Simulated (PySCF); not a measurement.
A structure optimised at B3LYP-D3(BJ)/def2-SVP, used in a PySCF frequency run:

```xyz
22

C     -3.4997    -0.3394    -1.1551
C     -2.8539    -0.5794     0.2163
C     -1.3803    -0.2457     0.2374
C     -0.9379     1.0687     0.4700
C      0.4130     1.3962     0.4424
C      1.3749     0.4075     0.1763
O      2.6709     0.8159     0.1713
C      3.6799    -0.1304    -0.0866
C      0.9557    -0.9091    -0.0580
C     -0.4095    -1.2169    -0.0257
H     -3.0160    -0.9556    -1.9298
H     -3.3952     0.7142    -1.4602
H     -4.5738    -0.5861    -1.1422
H     -3.3779     0.0247     0.9763
H     -2.9953    -1.6337     0.5075
H     -1.6717     1.8518     0.6819
H      0.7566     2.4156     0.6281
H      3.6900    -0.9380     0.6681
H      4.6360     0.4083    -0.0435
H      3.5711    -0.5864    -1.0876
H      1.6762    -1.7006    -0.2626
H     -0.7206    -2.2497    -0.2084
```
Charge 0, spin multiplicity 1.

Q: Write its SMILES and formula.

A: CCc1ccc(OC)cc1, C9H12O

Q: What are its rotational constants (standard atomic weights)?

A: 3.8785, 0.67688, 0.61200 GHz
